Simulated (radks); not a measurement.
Question: Excited configurations of neutral krypton: one electron is placed in a higher orbital outside [Ar] 3d10 4s2 4p5. The ground configuration is [Kr]. All-electron calculation, scalar-relativistic Kohn-Sham, PBE, spin-polarised, spherical densities, point nucleus; open shells are filled with parallel spins first. Program: a radial shooting solver on a logarithmic mesh with Libxc functionals. Excitation = E - E(ground); binding = E(ion) - E, where the ion is the core of charge +1; n* = 1/sqrt(2 binding) in atomic units, and the quantum defect is n - n*.

| outer orbital | excitation (eV) | binding (eV) | n* | quantum defect | eigenvalue (eV) | <r> (bohr) |
|---|---|---|---|---|---|---|
| 4f | 13.106 | 0.965 | 3.755 | 0.245 | -0.481 | 16.73 |
| 5s | 9.887 | 4.183 | 1.803 | 3.197 | -2.377 | 5.313 |
| 5p | 11.371 | 2.700 | 2.245 | 2.755 | -1.472 | 7.248 |
| 6p | 12.616 | 1.455 | 3.058 | 2.942 | -0.881 | 14.64 |
| 6d | 13.209 | 0.862 | 3.973 | 2.027 | -0.535 | 23.79 |
| 7s | 12.958 | 1.113 | 3.496 | 3.504 | -0.729 | 20.35 |
| 7d | 13.473 | 0.598 | 4.772 | 2.228 | -0.396 | 36.48 |

Estimate the row for 5f.

Answer: excitation (eV) 13.400; binding (eV) 0.671; n* 4.504; quantum defect 0.496; eigenvalue (eV) -0.405; <r> (bohr) 28.39. The Delta-SCF ionisation energy is 14.071 eV (NIST Atomic Spectra Database: 14.000 eV, measured). Self-interaction in the functional shifts the binding energies and quantum defects, so they are the method's values and not measured ones. Open shells are spherical and high-spin; term and fine-structure splittings are not resolved.
